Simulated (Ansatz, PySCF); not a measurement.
This PySCF input computes a PBE0/def2-TZVPD energy:

```python
from pyscf import gto, scf, dft

mol = gto.M(
    atom='''
    Sb    0.02374638   -0.01419423    0.32164804
    F     0.65368493    1.21433598   -0.91274954
    F    -0.78824778   -1.13390200   -0.90992269
    ''',
    basis='def2-tzvpd',
    ecp='def2-tzvp',
    charge=1,
    spin=0,
    verbose=4,
)

mf = dft.RKS(mol, xc='pbe0').density_fit(auxbasis='def2-universal-jkfit')
mf.grids.level = 3
mf.conv_tol = 1e-9
mf.max_cycle = 100
mf.max_memory = 1500
mf.kernel()
if not mf.converged:
    mf = mf.newton()
    mf.kernel(mf.make_rdm1())
mf.analyze()
```

Q: Write an input for the same energy in Ansatz (a program for electronic structure) and say what it gives.

A: 
Ansatz 0.2 input:
```yaml
crystal:
  periodic: [false, false, false]
  atoms:
    - {symbol: Sb, position_ang: [0.02374638, -0.01419423, 0.32164804]}
    - {symbol: F, position_ang: [0.65368493, 1.21433598, -0.91274954]}
    - {symbol: F, position_ang: [-0.78824778, -1.13390200, -0.90992269]}
basis:
  gaussian:
    orbitals: def2-TZVPD
hamiltonian:
  xc: {name: PBE0}
total_charge: 1
output: {forces: true}
```
It gives -439.57372 Eh, and PySCF -439.57375 Eh, a difference of 0.03 mEh, from the treatment of integrals and grids.
